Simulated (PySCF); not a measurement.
# Hartree-Fock beside MP2: AlBClH2O cation

Calculated results; nothing here was measured. They come from PySCF 2.14.0, an open-source quantum chemistry program, on an isolated molecule that a program drew, which may never have been made. The molecule is AlBClH2O cation (charge +1, singlet), drawn as the SMILES string `[BH+][O][AlH][Cl]`.

The geometry was optimised and harmonic frequencies were computed with HF and MP2, all in the cc-pV(D+d)Z basis, for the commonest isotopes, with a restricted reference for singlets and an unrestricted one otherwise, and a frozen core in MP2. Each result is a local minimum of its method.

Geometry at the HF minimum:
```xyz
6
AlBClH2O cation, angstrom
B    -0.7828    1.0801    1.5186
O    -0.7952   -0.0944    1.2057
Al   -0.6969   -1.8871    0.7649
Cl    1.1960   -2.5782    1.1313
H    -0.7751    2.2105    1.8186
H    -2.0397   -2.4198    0.2375
```

Lengths of the bonds as drawn, in Å (atoms numbered as above):
| bond | HF | MP2 |
|---|---|---|
| B1-O2 | 1.216 | 1.233 |
| O2-Al3 | 1.849 | 1.896 |
| Al3-Cl4 | 2.048 | 2.047 |
| B1-H5 | 1.170 | 1.178 |
| Al3-H6 | 1.538 | 1.541 |

Rotational constants, in GHz:
| constant | HF | MP2 |
|---|---|---|
| A | 12.2 | 12.13 |
| B | 2.365 | 2.298 |
| C | 1.981 | 1.932 |

Harmonic frequencies in cm^-1, each column in rising order, so a row needn't be the same motion in every method:
| rank | HF | MP2 |
|---|---|---|
| 1 | 92 | 86 |
| 2 | 163 | 144 |
| 3 | 237 | 218 |
| 4 | 477 | 439 |
| 5 | 484 | 455 |
| 6 | 595 | 584 |
| 7 | 659 | ? |
| 8 | 847 | 775 |
| 9 | 851 | 781 |
| 10 | 1838 | 1760 |
| 11 | 2175 | 2134 |
| 12 | 3018 | 2937 |

**Estimate the missing MP2 frequency from the HF column.**

A single factor s that minimises the squared misfit of MP2 against s times HF over the other rows is sum(HF x MP2) / sum(HF^2) = 0.9671, with an rms misfit of 24 cm^-1. For rank 7 it gives 0.9671 x 659 = 637 cm^-1. The calculation gives 642 cm^-1, 5 cm^-1 above the estimate. The drawn bonds are on average 1.0 % longer in MP2 than in HF.
